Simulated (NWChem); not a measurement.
# BiF$_{3}$; SMILES [Bi]([F])([F])[F]

```xyz
4

Bi     0.0000     0.0000     0.2544
F     -0.7053     1.6132    -0.7819
F      1.7497    -0.1957    -0.7819
F     -1.0444    -1.4174    -0.7819
```
Atoms are numbered in this order, from 1.

All runs: NWChem. Medium grid unless said otherwise, to which SCAN and Minnesota functionals are sensitive. Coordinates come from a PBE-D3(BJ)/def2-SVP optimisation. def2 effective core potentials on Bi; no spin-orbit coupling.

Q: Order these by “orbital gap (eV)”, lowest first: r2SCAN/def2-SVP; PBE/def2-SVP; M05-2X/def2-SVP; MPW1K/def2-SVP; B3LYP/def2-SVP.

A: PBE/def2-SVP (5.70), r2SCAN/def2-SVP (6.34), B3LYP/def2-SVP (7.49), MPW1K/def2-SVP (9.70), M05-2X/def2-SVP (10.76)
